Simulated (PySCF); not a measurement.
(1S)-1-cyclopropylethanol (C5H10O), SMILES C[C@H](O)C1CC1.

Geometry optimised at PBE-D3(BJ)/def2-SVP. The values are those of a single conformer.

These are PBE-D3(BJ)/def2-SVP (PySCF) values and carry that method's errors.

No scaling factor is applied to the harmonic values.

Computed normal modes with their intensities:
| mode | ν (cm⁻¹) | IR (km/mol) | moving atoms (share of kinetic energy) |
|---|---|---|---|
| 1 | 68 | 1.9 | C 46 %, H 36 %, O 18 % |
| 2 | 231 | 2.1 | H 47 %, C 36 %, O 18 % |
| 3 | 247 | 2.4 | H 75 %, C 22 % |
| 4 | 260 | 2.1 | C 58 %, H 41 % |
| 5 | 328 | 73.8 | H 86 %, C 13 % |
| 6 | 408 | 20.8 | O 36 %, H 33 %, C 31 % |
| 7 | 444 | 14.0 | C 47 %, O 28 %, H 25 % |
| 8 | 543 | 3.7 | C 49 %, H 46 % |
| 9 | 725 | 5.6 | C 50 %, H 47 % |
| 10 | 768 | 1.5 | H 87 %, C 12 % |
| 11 | 811 | 7.2 | H 80 %, C 20 % |
| 12 | 873 | 1.1 | H 45 %, C 44 %, O 11 % |
| 13 | 913 | 13.6 | C 49 %, H 44 % |
| 14 | 937 | 11.3 | C 61 %, H 38 % |
| 15 | 996 | 3.3 | H 67 %, C 33 % |
| 16 | 1003 | 6.6 | H 64 %, C 34 % |
| 17 | 1022 | 32.1 | H 54 %, C 38 % |
| 18 | 1029 | 16.7 | H 55 %, C 39 % |
| 19 | 1080 | 73.4 | H 58 %, C 32 %, O 10 % |
| 20 | 1095 | 22.6 | H 73 %, C 23 % |
| 21 | 1140 | 0.3 | H 70 %, C 30 % |
| 22 | 1143 | 4.3 | C 51 %, H 48 % |
| 23 | 1207 | 1.6 | H 64 %, C 36 % |
| 24 | 1243 | 7.7 | H 67 %, C 31 % |
| 25 | 1310 | 4.3 | H 78 %, C 22 % |
| 26 | 1335 | 15.6 | H 54 %, C 46 % |
| 27 | 1346 | 16.7 | H 76 %, C 23 % |
| 28 | 1367 | 52.9 | H 80 %, C 16 % |
| 29 | 1381 | 1.3 | H 92 %, C 8 % |
| 30 | 1418 | 10.7 | H 90 %, C 10 % |
| 31 | 1420 | 6.1 | H 95 % |
| 32 | 1448 | 1.6 | H 54 %, C 46 % |
| 33 | 2968 | 7.7 | H 95 % |
| 34 | 2972 | 33.4 | H 94 % |
| 35 | 3056 | 9.5 | H 91 %, C 9 % |
| 36 | 3059 | 22.9 | H 95 % |
| 37 | 3066 | 11.2 | H 95 % |
| 38 | 3079 | 13.1 | H 91 %, C 9 % |
| 39 | 3080 | 8.9 | H 92 %, C 8 % |
| 40 | 3147 | 1.4 | H 89 %, C 11 % |
| 41 | 3159 | 11.1 | H 89 %, C 11 % |
| 42 | 3674 | 10.0 | H 94 % |
